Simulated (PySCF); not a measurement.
Radial density of Pm(2+) (promethium, charge +2)

r2SCAN, [Xe] 4f4 5d1, one real determinant (an excited configuration). All numbers are calculated (PySCF 2.14, the spin-free X2C one-electron Hamiltonian (Gaussian nucleus), in x2c-TZVPPall (11s7p7d4f2g, 113 functions)).

| r (bohr) | 4πr²ρ (e/bohr) | 4πr²(ρα − ρβ) |
| --- | --- | --- |
| 0.0267 | 71.75 | 0.0020 |
| 0.0450 | 83.60 | 0.0051 |
| 0.0757 | 106.2 | 0.0104 |
| 0.127 | 78.93 | 0.0672 |
| 0.214 | 92.24 | 0.5045 |
| 0.360 | 38.43 | 2.3936 |
| 0.606 | 41.71 | 4.4273 |
| 1.02 | 14.05 | 2.8961 |
| 1.71 | 6.749 | 1.1204 |
| 2.88 | 0.8459 | 0.3157 |
| 4.85 | 0.03940 | 0.0376 |

Densities and radii are taken from the X2C orbitals without a picture-change correction, which distorts them close to the nucleus.

⟨L²⟩ = 40.00 against 72 for a pure L term, so this real determinant mixes terms. Spin-orbit coupling, absent here, splits the open shell strongly.
